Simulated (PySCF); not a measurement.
Compound: C₈H₇FO₂.
SMILES with atom numbers: `[CH3:1][CH2:2][C:3]1=[C:4]([F:5])[C:6](=[O:7])[CH:8]=[CH:9][C:10]1=[O:11]`

Structure used (GFN2-xTB), in Å, numbered top down from 1:
```
atom  x, y, z in Å
C1    -2.4695   -0.1889    0.4940
C2    -1.6202    0.4220   -0.6254
C3    -0.1648    0.2312   -0.3354
C4     0.6188    1.1965    0.1753
F5     0.1166    2.4173    0.4171
C6     2.0514    1.0400    0.5120
O7     2.7220    1.9403    0.9667
C8     2.5917   -0.3086    0.2477
C9     1.8413   -1.2883   -0.2560
C10    0.4135   -1.1090   -0.5948
O11   -0.2446   -2.0129   -1.0662
H12   -3.5238   -0.0472    0.2737
H13   -2.2453    0.2871    1.4459
H14   -2.2723   -1.2545    0.5775
H15   -1.8437    1.4849   -0.7188
H16   -1.8580   -0.0831   -1.5632
H17    3.6363   -0.4465    0.4888
H18    2.2418   -2.2738   -0.4505
```

Definitions: NICS(0) = −σiso at the ring centroid; NICS(1) = −σiso and NICS(1)zz = −σzz at ±1 Å along the ring normal z. Level: GIAO PBE0/pcSseg-1 (PySCF, non-relativistic, gas phase) on the GFN2-xTB geometry, one conformer.

Ring bond lengths (Å), with Mayer bond orders in brackets: C3–C4 1.344 (1.57), C4–C6 1.480 (0.99), C6–C8 1.477 (1.05), C8–C9 1.333 (1.75), C9–C10 1.478 (1.07), C10–C3 1.482 (0.95).

**Question.** Give the NICS values of each ring in ppm.

**Answer.** 
| ring | type | NICS(0) | NICS(1), two faces | NICS(1)zz, two faces | rms pucker (Å) | centre to ring atoms, mean (Å) |
| --- | --- | --- | --- | --- | --- | --- |
| C3–C4–C6–C8–C9–C10 | 6-membered carbocycle; formal bonds 2 double, 4 single | 7.0 | 0.1 / 0.1 | 4.6 / 4.4 | 0.00 | 1.43 |

**Question.** What do they say, and how far can they be read as aromaticity?

**Answer.** 
- C3–C4–C6–C8–C9–C10: mean NICS(1)zz 4.5 ppm, deshielded. That is too small in size for a clear verdict by the NICS criterion. NICS(0) lies 7 ppm above the mean NICS(1).

**Question.** How equal are the bonds by HOMA? Use HOMA with the parameters of Krygowski (1993).

**Answer.** 
- C3–C4–C6–C8–C9–C10: HOMA -0.65 = 1 − EN − GEO, with mean bond length 1.432 Å, EN = α(Ropt − mean)² = 0.508 and GEO = α × variance = 1.139. The geometric and the magnetic index point the same way.

**Question.** What field does 9.4 T along the ring normal induce along that normal at the second NICS(1) probe listed for ring C3–C4–C6–C8–C9–C10, 1 Å off the ring?

**Answer.** NICSzz × B0 = 4.4 ppm × 9.4 T = 41 μT, along the applied field.
